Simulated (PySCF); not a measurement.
C8H4N2OS2, SMILES c1nnc(-c2cc3sccc3s2)o1. Atoms are numbered in the order given.

```xyz
17

C      0.3269     4.1639     0.0000
N     -0.9603     4.1440     0.0000
N     -1.3309     2.8252     0.0000
C     -0.2306     2.1340     0.0000
C     -0.0764     0.7028     0.0000
C     -1.1042    -0.2143     0.0000
C     -0.5982    -1.5342     0.0000
S     -1.2934    -3.1164     0.0000
C      0.2776    -3.8416     0.0000
C      1.3035    -2.9342     0.0000
C      0.7982    -1.6063     0.0000
S      1.5052    -0.0330     0.0000
O      0.8633     2.9274     0.0000
H      0.9969     5.0200     0.0000
H     -2.1522     0.0835     0.0000
H      0.3607    -4.9280     0.0000
H      2.3575    -3.2103     0.0000
```
Charge 0, spin multiplicity 1.

Geometry optimised at PBE0-D3(BJ)/def2-SVP. The structure was generated by enumeration, and PubChem lists no compound with its InChIKey, so it may never have been made. One conformer was computed; it need not be the lowest.

Level of theory: PBE/pcSseg-1 (PySCF).

GIAO shieldings, no solvent; atoms alike by connectivity are averaged. δ = σ(ref) − σ: ¹³C against TMS (σ = 182.0 ppm); ¹⁵N against NH3 (σ = 267.0 ppm); ³³S against H2S (σ = 706.5 ppm); ¹⁷O against H2O (σ = 334.3 ppm); ¹H against TMS (σ = 31.49 ppm), references at their B3LYP-D3(BJ)/def2-TZVP geometries, non-relativistic.

| atoms | nucleus | count | δ (ppm) |
|---|---|---|---|
| C4 | ¹³C | 1 | 164.2 |
| C1 | ¹³C | 1 | 152.4 |
| C11 | ¹³C | 1 | 146.6 |
| C7 | ¹³C | 1 | ? |
| C9 | ¹³C | 1 | ? |
| C5 | ¹³C | 1 | ? |
| C6 | ¹³C | 1 | 125.0 |
| C10 | ¹³C | 1 | ? |
| N2 | ¹⁵N | 1 | 360.9 |
| N3 | ¹⁵N | 1 | ? |
| S8 | ³³S | 1 | ? |
| S12 | ³³S | 1 | 400.7 |
| O13 | ¹⁷O | 1 | 324.2 |
| H15 | ¹H | 1 | 8.61 |
| H14 | ¹H | 1 | ? |
| H16 | ¹H | 1 | 7.48 |
| H17 | ¹H | 1 | ? |

Question: Complete the blanks. (Estimate from the structure and the level; the computed values follow.)

Answer: 
- S8, δ (ppm): 414.8
- H17, δ (ppm): 7.47
- C5, δ (ppm): 134.1
- C9, δ (ppm): 136.6
- N3, δ (ppm): 342.5
- H14, δ (ppm): 8.16
- C10, δ (ppm): 123.2
- C7, δ (ppm): 145.5
